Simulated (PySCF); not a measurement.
Input for PySCF: R-HF/3-21G on CH4O2 (a complex), monomers drawn apart or pushed together.

```python
from pyscf import gto, scf, dft, mp
from pyscf.data.elements import chemcore

mol = gto.M(
    atom='''
    O     0.27470414   -0.11455422    0.53960396
    H    -0.46269598   -0.44100008    1.07826482
    H    -0.04261553   -0.11150345   -0.36776118
    C    -0.44837687   -0.37856800    3.86248486
    O    -1.32731209   -0.80266557    3.15709023
    H     0.47182051    0.05891411    3.43991220
    H    -0.53088711   -0.41172911    4.96356848
    ''',
    basis='3-21g',
    charge=0, spin=0, verbose=3, max_memory=1800)
mf = scf.RHF(mol)
mf.conv_tol = 1e-8
mf.max_cycle = 100
mf.kernel()
if not mf.converged:
    mf = mf.newton().run(mf.mo_coeff, mf.mo_occ)
```

It printed:

```
converged SCF energy = -188.81794391497
```

The run converged.

Cost: about 0.17 core-seconds (a rough figure).
